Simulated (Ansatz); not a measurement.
Basis-set extrapolation for C$_{2}$H$_{5}$AlClF (PBE0-D4/def2-TZVP geometry, frozen core, Ansatz). Multiplicity 1, RHF reference.

```csv
,def2-TZVPP,def2-QZVPP
HF,-879.637167,-879.665900
MP2 correlation,-0.863346,-0.935316
CCSD(T) correlation,-0.943719,not run
```

Energies in hartree. Use E(X) = E(∞) + A·exp(−7.88·√X) for Hartree–Fock and E(X) = E(∞) + B·X^(−2.97) for correlation, with X = 3 and 4, and add CCSD(T) minus MP2 of the smaller set to the MP2 limit.

What is the CCSD(T) energy at the basis-set limit?

HF limit: -879.665900 + (-0.028733) × 0.13774 = -879.66986. MP2 limit: -0.935316 + (-0.071970) × 0.74074 = -0.98863. Higher-order term: -0.943719 − (-0.863346) = -0.08037. Total: -880.73886 hartree, 414.8 kJ/mol below CCSD(T)/def2-TZVPP.
